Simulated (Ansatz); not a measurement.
Calculated with Ansatz (gas phase, PBE0-D4/def2-TZVP geometries, no zero-point term in ΔE). CCSD(T)/CBS is the MP2 limit (def2-TZVPP, def2-QZVPP) plus CCSD(T) − MP2 in def2-TZVPP, frozen cores. DFT in def2-TZVPP. B3LYP here is the variant with VWN-RPA as its local correlation; programs differ in this. Each species was taken in one conformer, which may not be the lowest.

`C[SiH2][SiH2][SiH3]` → `[SiH3]C([SiH3])[SiH3]`  (isomerisation)

CCSD(T)/CBS gives -6.0 kJ/mol.

Task: Another level gave +10.6 kJ/mol. Which?
A. B3LYP/def2-TZVPP
B. r2SCANh-D4/def2-TZVPP
C. SCS-MP2/def2-TZVPP
D. HF/def2-TZVPP

Result: A. B3LYP 10.6, r2SCANh-D4 5.2, HF/def2-TZVPP -9.7, SCS-MP2/def2-TZVPP -18.7 kJ/mol.

Task: What do rigid-rotor, harmonic-oscillator terms from PBE0-D4/def2-TZVP frequencies (298.15 K, 1 bar) make of the CCSD(T)/CBS value? (Best estimate.)

Result: Ansatz gave: ΔZPE = -8.8 kJ/mol, ΔH = -16.5 kJ/mol, ΔS = -26 J/(mol·K), ΔG = -8.7 kJ/mol. Modes under 50 cm⁻¹ make the entropy rough.

Largest T1 diagnostic among the species: 0.012.

From BLYP to BHLYP (50 % exact exchange), in def2-TZVPP and without D4, ΔE moves by −18.8 kJ/mol. The D4 term adds −9.0 kJ/mol with B3LYP and −4.5 kJ/mol with PBE0; it sums over pairs of atoms, weighted by their polarisabilities, and B3LYP, whose exchange is more repulsive, gets the larger term.

CCSD(T)/CBS has its own doubt, a few kJ/mol and more with outer-core shells, so smaller differences from it don't rank the levels.
